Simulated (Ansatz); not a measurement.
Molecule: trichlorogermane, sum formula GeHCl3, charge 0, multiplicity 1. 
Structure (B3LYP-D3(BJ)/def2-TZVP (Ansatz, a quantum-chemistry and plane-wave program) minimum search):
```
Ge
H 1 1.5259
Cl 1 2.1442 2 110.42
Cl 1 2.1442 2 110.42 3 -120.00
Cl 1 2.1442 2 110.42 4 -120.00
```
Charge 0, spin multiplicity 1.

Basis-set convergence of Hartree-Fock and MP2 correlation energies (hartree) with Ansatz. Valence correlation only, unless marked. No spin-orbit coupling. The frozen core is the preceding noble-gas configuration, with the filled d and f shells of earlier blocks. Non-relativistic.

| basis | functions | E(HF) | E(corr, MP2) |
|---|---|---|---|
| def2-SVPD | 127 | -3453.90418 | -0.52739 |
| def2-TZVPPD | 224 | -3454.62839 | -0.67987 |
| def2-QZVPPD | 365 | -3454.70645 | -0.74363 |

Extrapolating the two largest sets (X = 3 and 4) as X^-3: E(corr) = (64·(-0.74363) - 27·(-0.67987))/37 = -0.7902 Eh, an estimate of the basis-set limit. The largest set recovers 94.1 % of it, the smallest 66.7 %.
